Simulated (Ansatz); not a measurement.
Spin states of Cl2W (SMILES [Cl][W][Cl]), each relaxed at B3LYP-D3(BJ)/def2-TZVP; lowest solutions found, singlets restricted, no spin–orbit coupling, no relativity up to Kr.
Multiplicity 5 (charge 0, multiplicity 5):
| atom | x (Å) | y (Å) | z (Å) |
|---|---|---|---|
| W | 0.4833 | 0.1106 | 0.0250 |
| Cl | -0.4116 | 1.5264 | -1.5303 |
| Cl | -0.1049 | -1.5896 | 1.4350 |
Multiplicity 3 (charge 0, multiplicity 3):
```xyz
3

W     -0.00762     0.01645    -0.02310
Cl    -0.17091     1.62428    -1.55455
Cl     0.14536    -1.59335     1.50734
```

Run with Ansatz (Gaussian orbitals).  In def2 rows elements past Kr take small-core potentials, without spin–orbit coupling.

The energy of multiplicity 3 less that of multiplicity 5 (kcal/mol) and the share of exact exchange:

```
functional        exact exchange (%)  value
----------------  ------------------  -----
PBE/def2-TZVPP                     0   8.49
PBE0/def2-TZVPP                   25  13.14
BLYP/def2-TZVPP                    0   0.82
B3LYP/def2-TZVPP                  20   4.19
BHLYP/def2-TZVPP                  50   8.11
```

Take the value as linear in the share of exact exchange along PBE and PBE0. Give the slope, say whether the sign turns, and set the other functionals against that line.


Slope: (13.14 − (8.49))/2.5 = 1.86 kcal/mol for each 10 %. The line keeps its sign from 0 to 100 %. At 50 % it gives 17.8 kcal/mol. The LYP pair gives (8.11 − (0.82))/5 = 1.46 for each 10 %. BHLYP, at 50 %, lies -9.7 from the PBE line. B3LYP, at 20 %, lies -8.0 from the PBE line.

Ansatz is a quantum-chemistry and plane-wave program.
